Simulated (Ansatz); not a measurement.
CH8BNSi at its PBE0-D4/def2-TZVP geometry, where that method's forces vanish. The species carries charge 0 and has multiplicity 1. The bonds changed during the relaxation, so this is another structure than the one it started from.

```tsv
atom	x (Å)	y (Å)	z (Å)
B1	0.4961	1.4183	0.7796
Si2	-0.6851	-0.0960	0.3936
C3	-1.0481	-0.7854	-1.3081
N4	1.1661	-0.0529	0.6320
H5	0.5505	1.8424	1.8980
H6	0.7698	2.1278	-0.1479
H7	-1.1784	-1.0410	1.4356
H8	-0.5290	-0.2033	-2.0731
H9	-2.1193	-0.7110	-1.5149
H10	-0.7628	-1.8358	-1.4015
H11	1.5641	-0.4601	1.4657
H12	1.7761	-0.2029	-0.1589
```

For each bond, give half the difference of the two atoms' forces along it (eV/Å; positive pushes the atoms apart) under PBE-D4, r2SCAN-D4, B3LYP-D4, ωB97M-V in def2-TZVPP. (Best estimate.)

Computed: 
| bond | length (Å) | PBE-D4 | r2SCAN-D4 | B3LYP-D4 | ωB97M-V |
| --- | --- | --- | --- | --- | --- |
| B1–Si2 | 1.959 | 0.08 | 0.09 | 0.21 | 0.12 |
| B1–N4 | 1.623 | 0.00 | 0.14 | 0.22 | 0.18 |
| B1–H5 | 1.197 | 0.03 | -0.07 | -0.14 | -0.12 |
| B1–H6 | 1.199 | 0.03 | -0.07 | -0.14 | -0.12 |
| Si2–C3 | 1.872 | -0.01 | 0.00 | 0.08 | 0.04 |
| Si2–N4 | 1.867 | 0.12 | 0.06 | 0.16 | 0.11 |
| Si2–H7 | 1.491 | 0.07 | -0.03 | -0.14 | -0.15 |
| C3–H8 | 1.092 | 0.11 | -0.01 | -0.04 | -0.04 |
| C3–H9 | 1.094 | 0.12 | -0.01 | -0.05 | -0.04 |
| C3–H10 | 1.092 | 0.10 | -0.01 | -0.04 | -0.06 |
| N4–H11 | 1.010 | 0.18 | -0.02 | -0.05 | -0.07 |
| N4–H12 | 1.010 | 0.19 | -0.01 | -0.05 | -0.07 |

B3LYP here is the variant with VWN-RPA as its local correlation; programs differ in this.
